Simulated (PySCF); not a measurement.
## Electron correlation in Pb (lead, neutral)

[Xe] 4f14 5d10 6s2 6p1 7s1, high-spin 3P determinant (an excited configuration). All numbers are calculated (PySCF 2.14, scalar relativity through the core potential, in aug-cc-pwCVDZ-PP with ECP60MDF (6s5p4d1f, 48 functions)). Frozen: 5s2 5p6 5d10; 4 electrons correlated.

```tsv
level	correlation energy (mhartree)
CCSD	-42.62
(T)	-0.72
CCSD(T)	-43.34
CCSDT	-43.56
```

Diagnostics: T1 = 0.0094, D1 = 0.0199, largest double amplitude 0.064.

Problem. Is a single reference adequate?

Solution. Yes, within this model without spin-orbit coupling: T1 lies below 0.03 and no double amplitude reaches 0.07.
